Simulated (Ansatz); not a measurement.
Born–Oppenheimer molecular dynamics of ClF₃GeH₃Si (9 atoms, charge 0, multiplicity 2). It starts at the highest image of a converged band. Of that band: Neighbouring images differ by up to 1.3 eV, so the band resolves the path poorly. A vibrational analysis at the climbing image gives one clearly imaginary mode, 563i cm⁻¹: a first-order saddle point.

These are results of UHF/def2-SVP in Ansatz, not measurements.

- ensemble: NVE (velocity Verlet)
- time step: 0.5 fs
- steps asked: 200
- starting velocities drawn for: 100 K
- seed: 5414

Frames 1 fs apart, positions in Å.

Velocities at 70 fs (Å/ps):

```
Ge 0.68 -0.26 -8.98
Cl 0.68 1.13 3.71
F 1.79 -0.01 0.96
F -1.39 2.11 0.10
F -3.39 -2.01 2.02
Si -0.51 -0.27 14.81
H 13.99 -10.02 10.42
H -5.38 4.90 20.74
H -10.86 -9.93 14.60
```

```xyz
9
Properties=species:S:1:pos:R:3 time_fs=70 energy_less_start_eV=-0.661 T=831
Ge 0.012 -0.004 0.024
Cl 0.036 0.063 2.006
F 1.558 -0.050 -0.518
F -0.781 1.389 -0.514
F -0.846 -1.369 -0.474
Si -0.035 -0.037 5.385
H -0.045 -1.485 5.652
H 1.155 0.576 6.013
H -1.269 0.602 5.881
9
Properties=species:S:1:pos:R:3 time_fs=71 energy_less_start_eV=-0.693 T=866
Ge 0.012 -0.005 0.015
Cl 0.037 0.064 2.010
F 1.560 -0.050 -0.517
F -0.782 1.391 -0.514
F -0.849 -1.371 -0.472
Si -0.035 -0.037 5.400
H -0.031 -1.496 5.662
H 1.150 0.581 6.034
H -1.280 0.593 5.896
9
Properties=species:S:1:pos:R:3 time_fs=72 energy_less_start_eV=-0.721 T=897
Ge 0.013 -0.005 0.006
Cl 0.037 0.065 2.015
F 1.564 -0.050 -0.517
F -0.783 1.393 -0.515
F -0.852 -1.372 -0.470
Si -0.036 -0.038 5.415
H -0.018 -1.507 5.672
H 1.145 0.587 6.054
H -1.292 0.583 5.911
9
Properties=species:S:1:pos:R:3 time_fs=73 energy_less_start_eV=-0.745 T=923
Ge 0.013 -0.005 -0.003
Cl 0.038 0.067 2.020
F 1.568 -0.050 -0.517
F -0.785 1.395 -0.515
F -0.856 -1.374 -0.469
Si -0.036 -0.038 5.431
H -0.005 -1.516 5.681
H 1.141 0.594 6.075
H -1.303 0.573 5.925
9
Properties=species:S:1:pos:R:3 time_fs=74 energy_less_start_eV=-0.765 T=945
Ge 0.012 -0.005 -0.012
Cl 0.039 0.068 2.026
F 1.573 -0.050 -0.518
F -0.786 1.396 -0.516
F -0.859 -1.376 -0.468
Si -0.037 -0.038 5.446
H 0.007 -1.523 5.690
H 1.136 0.600 6.095
H -1.313 0.561 5.939
9
Properties=species:S:1:pos:R:3 time_fs=75 energy_less_start_eV=-0.782 T=965
Ge 0.012 -0.005 -0.022
Cl 0.039 0.069 2.032
F 1.578 -0.050 -0.520
F -0.787 1.398 -0.517
F -0.862 -1.378 -0.467
Si -0.037 -0.039 5.462
H 0.018 -1.525 5.697
H 1.131 0.607 6.115
H -1.321 0.549 5.952
9
Properties=species:S:1:pos:R:3 time_fs=76 energy_less_start_eV=-0.797 T=981
Ge 0.011 -0.006 -0.031
Cl 0.040 0.070 2.039
F 1.585 -0.050 -0.522
F -0.788 1.399 -0.518
F -0.865 -1.380 -0.466
Si -0.038 -0.040 5.478
H 0.028 -1.524 5.704
H 1.124 0.614 6.135
H -1.328 0.535 5.965
9
Properties=species:S:1:pos:R:3 time_fs=77 energy_less_start_eV=-0.807 T=992
Ge 0.010 -0.006 -0.040
Cl 0.041 0.071 2.046
F 1.591 -0.051 -0.525
F -0.789 1.401 -0.520
F -0.868 -1.381 -0.465
Si -0.038 -0.040 5.494
H 0.037 -1.519 5.709
H 1.117 0.622 6.154
H -1.332 0.521 5.976
9
Properties=species:S:1:pos:R:3 time_fs=78 energy_less_start_eV=-0.811 T=996
Ge 0.009 -0.006 -0.049
Cl 0.042 0.072 2.053
F 1.599 -0.051 -0.528
F -0.789 1.402 -0.521
F -0.870 -1.383 -0.465
Si -0.039 -0.041 5.510
H 0.046 -1.512 5.715
H 1.109 0.629 6.174
H -1.335 0.505 5.988
9
Properties=species:S:1:pos:R:3 time_fs=79 energy_less_start_eV=-0.807 T=991
Ge 0.008 -0.006 -0.057
Cl 0.042 0.073 2.059
F 1.607 -0.051 -0.532
F -0.790 1.403 -0.524
F -0.873 -1.384 -0.465
Si -0.040 -0.042 5.526
H 0.054 -1.503 5.720
H 1.100 0.636 6.193
H -1.337 0.489 6.000
9
Properties=species:S:1:pos:R:3 time_fs=80 energy_less_start_eV=-0.794 T=977
Ge 0.006 -0.006 -0.066
Cl 0.043 0.074 2.066
F 1.615 -0.052 -0.536
F -0.791 1.404 -0.526
F -0.876 -1.385 -0.465
Si -0.040 -0.043 5.542
H 0.062 -1.496 5.725
H 1.091 0.643 6.212
H -1.340 0.473 6.012
9
Properties=species:S:1:pos:R:3 time_fs=81 energy_less_start_eV=-0.775 T=956
Ge 0.005 -0.006 -0.073
Cl 0.044 0.076 2.072
F 1.622 -0.052 -0.541
F -0.791 1.405 -0.529
F -0.878 -1.387 -0.466
Si -0.040 -0.043 5.559
H 0.069 -1.491 5.730
H 1.081 0.650 6.231
H -1.343 0.457 6.025
```

Of the whole run (100 fs, mean temperature of the second half 787 K): The conserved energy stayed within 0.021 meV per atom of its start (net change -0.0016 meV per atom), so the integration is sound. The kinetic energy rose, since the run started high on the potential surface and went downhill. It ends in pieces (ClF3Ge + H3Si), so much of that is their flight and rotation, not heat. A run of 0.1 ps of so small a system gives no equilibrium averages.

Time of the run: 6 min on 4 threads of Arm Neoverse V1, with other jobs on the host, peak memory 0.46 GiB.
